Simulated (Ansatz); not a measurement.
Compare A (`OP([SiH3])S`) with its isomer B (`O[SiH2]PS`).

Computed with Ansatz on PBE0-D4/def2-TZVP structures; ΔE is electronic, products minus reactants. CCSD(T)/CBS is the MP2 limit (def2-TZVPP, def2-QZVPP) plus CCSD(T) − MP2 in def2-TZVPP, frozen cores. DFT in def2-TZVPP. B3LYP here is the variant with VWN-RPA as its local correlation; programs differ in this. Each species was taken in one conformer, which may not be the lowest.

A:

```xyz
9

O     1.8940    0.0193   -0.6044
P     0.8931    0.1119    0.7004
Si   -1.0145    0.9472   -0.2177
S     0.0481   -1.8127    0.9098
H     1.5168   -0.4274   -1.3701
H    -1.5177    0.0513   -1.2980
H    -0.6934    2.2751   -0.8028
H    -2.0401    1.0938    0.8448
H     0.9137   -2.2584    1.8380
```

B:

Z-matrix (Å, degrees):
```
Si
P 1 2.257
O 1 1.645 2 113.9
H 1 1.483 2 109.4 3 -118.7
H 1 1.488 2 104.9 3 122.2
S 2 2.132 1 94.8 3 -39.9
H 2 1.420 1 95.9 3 57.1
H 3 0.960 1 116.0 2 59.1
H 6 1.342 2 95.5 1 -127.5
```

Question: Which isomer does CCSD(T)/CBS put lower? Give the gap. (Best estimate.)

Answer: Computed: B, by 21.9 kcal/mol.

Question: Give E(B) − E(A) in kcal/mol with CCSD(T)/def2-SVP, CCSD/def2-TZVPP, HF/def2-TZVPP, CCSD(T)/def2-TZVPP, B3LYP, B2PLYP, B3LYP-D4. (Best estimate.)

Answer: The calculation gave: CCSD(T)/def2-SVP -22.8, CCSD/def2-TZVPP -22.7, HF/def2-TZVPP -23.6, CCSD(T)/def2-TZVPP -22.1, B3LYP -20.4, B2PLYP -21.3, B3LYP-D4 -20.3. None reverses the order clearly.

Question: Does the order hold for the free energy at 298.15 K (harmonic terms from PBE0-D4)? (Estimate.)

Answer: The calculation gave: Yes: G(B) − G(A) = -21.5 kcal/mol, for one conformer each.

Largest T1 diagnostic: 0.014.

From PBE to PBE0 (25 % exact exchange), in def2-TZVPP and without D4, E(B) − E(A) moves by −1.9 kcal/mol. At CCSD(T), def2-SVP lies −0.8 kcal/mol from the extrapolated value and def2-TZVPP −0.2 kcal/mol.
